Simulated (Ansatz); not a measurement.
Consider the formal exchange of groups at a Ga–N bond: `C[N](C)[Ga]([Cl])[Cl]` + `C#N` → `N#[C][Ga]([Cl])[Cl]` + `CNC`.

Program: Ansatz. Geometries: PBE0-D4/def2-TZVP. ΔE: electronic, gas phase. CBS: MP2 limit from def2 TZ/QZ plus the TZ coupled-cluster correction, frozen cores. This one scheme is used for every species. Functionals use def2-TZVPP. For Ga outer-core shells are correlated without core-valence functions, which leaves a few kJ/mol of doubt a bond. Scalar relativity is left out up to krypton. Each species was taken in one conformer, which may not be the lowest.

| level | ΔE (kcal/mol) |
| --- | --- |
| r2SCAN-D4 | 4.5 |
| revPBE | 1.2 |

Q: What does CCSD(T)/CBS give? (An estimate is asked.)

A: Ansatz gave: +5.9 kcal/mol. The listed levels differ from it by -1.4, -4.7 kcal/mol.

Largest T1 diagnostic among the species: 0.014.

In def2-TZVPP, CCSD(T) changes the Hartree–Fock value by +4.9 kcal/mol (the triples alone add +0.6 kcal/mol) and MP2 by +5.9 kcal/mol. The D4 term adds +2.6 kcal/mol with B3LYP and +1.5 kcal/mol with PBE0; it sums over pairs of atoms, weighted by their polarisabilities, and B3LYP, whose exchange is more repulsive, gets the larger term.

B3LYP here is the variant with VWN-RPA as its local correlation; programs differ in this.
